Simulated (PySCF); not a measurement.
ZnHBr, SMILES [ZnH][Br]. Geometry: B3LYP-D3(BJ)/def2-TZVP.

Give the equilibrium geometry at B3LYP-D3(BJ)/def2-TZVP (PySCF confirms it by a frequency run) as bond lengths and angles, and its point group. (An estimate is asked for; the answer gives what the named calculation found.)

point group C∞v.
Atoms: Zn1 H2 Br3. Bonds (Å): Zn1–H2 1.524, Zn1–Br3 2.258. Bond angles (°): H2–Zn1–Br3 180.0.
Charge 0, spin multiplicity 1.
